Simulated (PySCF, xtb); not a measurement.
B(SiH3)3 (BH9Si3), SMILES [SiH3]B([SiH3])[SiH3].

GFN2-xTB (xtb) at its own geometry gives an orbital gap of 1.86 eV and a dipole moment of 0.01 D.

Coordinates come from a PBE0-D3(BJ)/def2-SVP optimisation.

**Question.** What does r2SCAN/def2-TZVP (PySCF) give? (Estimate from the structure and the level; the computed values follow.)

**Answer.** gap 3.24 eV (levels -7.11 and -3.86 eV), dipole 0.09 D.
